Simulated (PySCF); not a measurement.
InBr2, SMILES [Br][In][Br], multiplicity 2. Atoms are numbered in the order given.

```xyz
3

In     0.0000     0.0000     0.7337
Br     0.0000     2.2396    -0.5136
Br     0.0000    -2.2396    -0.5136
```
Charge 0, spin multiplicity 2.

Geometry optimised at PBE-D3(BJ)/def2-SVP. The spin state was assumed, not searched. The isomer is the one that the SMILES or the coordinates give; other isomers of the formula were not compared. The def2 effective core potentials stand for the cores of In; spin–orbit coupling is left out.

All values below come from PBE-D3(BJ)/def2-SVP run with PySCF.

Frequencies are harmonic and unscaled.

```
mode  ν (cm⁻¹)  IR (km/mol)  moving atoms (share of kinetic energy)
----  --------  -----------  --------------------------------------
1           50          1.2                        Br 70 %, In 30 %
2          191          7.0                        Br 72 %, In 28 %
3          236         35.2                        In 52 %, Br 48 %
```
